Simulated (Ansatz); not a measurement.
Species: CH4NSi, charge 0, doublet. CH4NSi (SMILES [N]=C[SiH3], doublet).
B3LYP-D3(BJ)/def2-TZVP minimum from Ansatz (a quantum-chemistry and plane-wave program):
```
Si
H 1 1.4740
H 1 1.4802 2 111.14
H 1 1.4802 2 111.14 3 -121.90
C 1 1.9106 2 108.95 4 -119.05
N 5 1.2350 1 121.08 2 0.00
H 5 1.1058 6 120.52 1 -180.00
```
Charge 0, spin multiplicity 2.

Total energies in hartree (Ansatz). Open shells are spin-unrestricted; no spin-orbit coupling. Cores are frozen in correlated methods. No relativity. For partners of very few electrons the exact lower level stands in for a higher one. The UHF reference of CH4NSi ([N]=C[SiH3], doublet) is spin-contaminated (<S^2> up to 0.18 over the pure value in the sets run).

```csv
species,HF/cc-pV(T+d)Z,CCSD(T)/cc-pV(T+d)Z,HF/cc-pV(Q+d)Z,CCSD(T)/cc-pV(Q+d)Z,CCSD(T)/cc-pV(D+d)Z,CCSDT(Q)/cc-pV(D+d)Z
"1: CH4NSi (SMILES [SiH3]C=[N], doublet)",-383.58116,-384.08471,-383.59135,-384.12288,-383.95913,-383.96184
2: Si (triplet),-288.85649,-288.93344,-288.85845,-288.93781,-288.91643,-288.91690
3: C (triplet),-37.69157,-37.78076,-37.69331,-37.78654,-37.76038,-37.76071
4: N (quartet),-54.40069,-54.51471,-54.40372,-54.52482,-54.47850,-54.47866
5: H (doublet),-0.49981,-0.49981,-0.49995,-0.49995,-0.49928,-0.49928
```

Question: Work out the atomisation energy (electronic, to ground-state atoms) in kcal/mol: take Hartree-Fock from cc-pV(Q+d)Z, extrapolate the CCSD(T) correlation energy as X^-3 (X = 3, 4), and add CCSDT(Q) - CCSD(T) in cc-pV(D+d)Z. 1 hartree = 627.51 kcal/mol.

Answer: 
Species 1: correlation (64·(-0.53153) - 27·(-0.50355))/37 = -0.55195; step -0.00271; E1 = -383.59135 + (-0.55195) + (-0.00271) = -384.14601
Species 2: correlation (64·(-0.07936) - 27·(-0.07695))/37 = -0.08112; step -0.00047; E2 = -288.85845 + (-0.08112) + (-0.00047) = -288.94004
Species 3: correlation (64·(-0.09323) - 27·(-0.08919))/37 = -0.09618; step -0.00033; E3 = -37.69331 + (-0.09618) + (-0.00033) = -37.78982
Species 4: correlation (64·(-0.12110) - 27·(-0.11402))/37 = -0.12627; step -0.00016; E4 = -54.40372 + (-0.12627) + (-0.00016) = -54.53015
Species 5: correlation (64·(0.00000) - 27·(0.00000))/37 = 0.00000; step +0.00000; E5 = -0.49995 + (0.00000) + (+0.00000) = -0.49995
-1·E1 +1·E2 +1·E3 +1·E4 +4·E5 = 0.88620 hartree = 556.1 kcal/mol.
